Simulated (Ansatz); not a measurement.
Consider the isomerisation: `F[SiH2]CC[SiH3]` → `C[SiH]([SiH3])CF`.

Calculated with Ansatz (gas phase, PBE0-D4/def2-TZVP geometries, no zero-point term in ΔE). CBS: MP2 limit from def2 TZ/QZ plus the TZ coupled-cluster correction, frozen cores. DFT in def2-TZVPP. B3LYP here is the variant with VWN-RPA as its local correlation; programs differ in this. One conformer a species, not always the lowest.

| level | ΔE (kJ/mol) | difference from CCSD(T)/CBS |
| --- | --- | --- |
| r2SCAN-D4 | 172.3 | -15.1 |
| PBE0-D4 | 165.5 | -21.9 |
| B3LYP-D4 | 174.3 | -13.1 |
| ωB97M-V | 183.2 | -4.2 |
| B2PLYP | 182.8 | -4.6 |
| PBE | 153.5 | -33.9 |
| B3LYP | 171.9 | -15.5 |
| HF/def2-TZVPP | 192.5 | 5.1 |
| MP2/CBS(def2) | 202.8 | 15.4 |
| CCSD/CBS(def2) | 189.6 | 2.2 |
| CCSD(T)/CBS | 187.4 | 0 |

Largest T1 diagnostic among the species: 0.012.

From PBE to PBE0 (25 % exact exchange), in def2-TZVPP and without D4, ΔE moves by +10.9 kJ/mol.
